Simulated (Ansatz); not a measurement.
Species: BCl$_{2}$, SMILES `Cl[B]Cl` (charge 0, multiplicity 2), formula BCl₂.

Problem. How many basis functions does Ansatz (an electronic-structure program) with frozen-core CCSD(T)/cc-pVTZ // B3LYP-D3(BJ)/def2-TZVP use, how many core orbitals are frozen, and how many electrons are correlated?

Solution. 98 basis functions and 11 frozen orbitals, which leaves 17 correlated electrons. Core time is of the order of seconds.
